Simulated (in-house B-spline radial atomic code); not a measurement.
## RPA and G0W0 on B3LYP (VWN-RPA): Mg

Configuration [Ne] 3s2, mean-field start B3LYP (VWN-RPA). Computed with an all-electron radial atomic-structure program (B-spline basis): all electrons, scalar-relativistic (spin-free one-electron X2C), finite nucleus, each spin shell either full or empty, empty states to l = 9 with an (l + 1/2)⁻⁴ tail; G0W0 by contour deformation at full frequency.

Command:
```bash
python run_gw.py task.json out
```
Settings (radii: box in bohr, nucleus in fm):
```
Z                        12
electrons                12
configuration            [Ne] 3s2
hamiltonian              x2c
method                   b3lyp
lmax                     9
rms_radius               3.057
spin_polarised           False
box_radius               40
intervals                74
ion_configuration        [Ne] 3s1
```

Time taken, with all properties: 5 s on 1 thread of Arm Neoverse N1, with other jobs on the host.

Energies (hartree):

```tsv
term	value
mean-field total	-200.41470
Hartree-Fock functional on these orbitals	-199.91350
direct second order	-0.79003
second-order exchange	0.28598
SOSEX correction	0.251
```

Task: What is the RPA correlation energy, and what remains with SOSEX?

Result: RPA gives -0.67205 hartree (-1.52 eV per electron); RPA + SOSEX gives -0.42105, and the second-order doubles -0.50405 hartree (no singles). SOSEX takes back 37 % of the RPA value.

Quasi-particle levels (eV):

```csv
level,occupied,mean field,Σx - vxc,Σc,QP weight,G0W0
3s,yes,-5.300,-1.49,?,?,?
3p,no,-0.917,2.13,-0.88,0.905,0.331
```

G0W0 = mean field + (Σx - vxc) + Σc, with Σc (partial-wave tail included) taken at the quasi-particle energy. Levels of low weight are left out. An empty level above zero is unbound and depends on the box.

Task: Where does G0W0 put 3s?

Result: At -7.617 eV, with Σc = -0.83 eV and a quasi-particle weight of 0.847. The tabulated removal energy is 7.646 eV (NIST, measured); the calculation leaves out spin-orbit coupling, Breit and QED terms, and what these don't explain is the method's own error.

Task: What does it cost to remove one electron (to [Ne] 3s1) by differences of total energies, each species on its own start (correlation terms add to the Hartree-Fock functional)?

Result: B3LYP (VWN-RPA) 7.735 eV, Hartree-Fock functional 6.592 eV, + RPA 7.875 eV, + RPA + SOSEX 7.552 eV, + second order 7.998 eV. Tabulated: 7.646 eV (NIST, measured); the calculation leaves out spin-orbit coupling, Breit and QED terms, and what these don't explain is the method's own error.
